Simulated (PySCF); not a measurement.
# Ionisation energy along the 21-electron series

Calculated with PySCF 2.14 and a two-component X2C-1e Hamiltonian (Gaussian nucleus, no Breit or QED terms), each ion in its own even-tempered basis scaled to its charge; GMP2 freezes [Ne] and drops the highest virtual spinors. Values in eV. NIST values: (m) measured, (s) semi-empirical, (t) theoretical.

```json
{"ion": "Re⁵⁴⁺", "configuration": "[Ar] 3d3", "GHF (spin-free)": "5205.2", "GMP2 (spin-free)": "5204.9", "GHF (screened spin-orbit)": "5239.3", "GMP2 (screened spin-orbit)": "5240.1", "NIST": "5236 ± 5 (t)"}
{"ion": "Os⁵⁵⁺", "configuration": "[Ar] 3d3", "GHF (spin-free)": "5387.2", "GMP2 (spin-free)": "5387.0", "GHF (screened spin-orbit)": "5424.1", "GMP2 (screened spin-orbit)": "5424.9", "NIST": "5421 ± 5 (t)"}
{"ion": "Ir⁵⁶⁺", "configuration": "[Ar] 3d3", "GHF (spin-free)": "5571.6", "GMP2 (spin-free)": "5571.3", "GHF (screened spin-orbit)": "5611.5", "GMP2 (screened spin-orbit)": "5612.2", "NIST": "5609 ± 5 (t)"}
```

Between Z = 75 and Z = 77 the GMP2 (screened spin-orbit) value grows as Z to the power 2.61.
